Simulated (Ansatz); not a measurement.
Compare A (`N[SiH](Br)C=O`) with its isomer B (`Br[SiH]1NCO1`).

Isolated molecules relaxed with PBE0-D4/def2-TZVP in Ansatz; ΔE leaves out vibrations. CCSD(T)/CBS is the MP2 limit (def2-TZVPP, def2-QZVPP) plus CCSD(T) − MP2 in def2-TZVPP, frozen cores. Functionals use def2-TZVPP. B3LYP here is the variant with VWN-RPA as its local correlation; programs differ in this. For Br outer-core shells are correlated without core-valence functions, which leaves a few kJ/mol of doubt a bond. Scalar relativity is left out up to krypton. One conformer a species, not always the lowest.

A:

```xyz
9

N     0.4206   -0.6872   -1.2507
Si   -0.0737    0.5980   -0.2762
Br   -2.2319    1.1921   -0.3784
C     0.1168   -0.0593    1.5176
O     0.3644   -1.2236    1.7087
H     0.4341   -0.6610   -2.2556
H     0.3482   -1.6224   -0.8792
H     0.6728    1.8413   -0.5689
H    -0.0514    0.6220    2.3828
```

B:

Z-matrix (Å, degrees):
```
Si
N 1 1.711
C 1 2.205 2 41.6
Br 1 2.216 2 117.3 3 109.3
O 1 1.658 2 82.1 3 -5.4
H 1 1.474 2 120.3 3 -121.1
H 2 1.005 1 131.2 3 -128.1
H 3 1.096 1 120.9 2 97.0
H 3 1.094 1 128.6 2 -89.8
```

(1) Which isomer does CCSD(T)/CBS put lower? Give the gap. (Estimate.)

(2) Give E(B) − E(A) in kJ/mol with PBE0-D4, B3LYP, HF/def2-TZVPP, B3LYP-D4, B2PLYP, ωB97M-V, PBE-D4. (An estimate is asked.)

Largest T1 diagnostic: 0.012.

## Answers

(1) Computed: B, by 61.1 kJ/mol.

(2) Computed: PBE0-D4 -65.5, B3LYP -45.9, HF/def2-TZVPP -55.0, B3LYP-D4 -46.2, B2PLYP -53.0, ωB97M-V -61.5, PBE-D4 -50.7. None reverses the order clearly.

In def2-TZVPP, CCSD(T) changes the Hartree–Fock value by −5.4 kJ/mol (the triples alone add +2.0 kJ/mol) and MP2 by −13.4 kJ/mol. From PBE to PBE0 (25 % exact exchange), in def2-TZVPP and without D4, E(B) − E(A) moves by −14.9 kJ/mol.
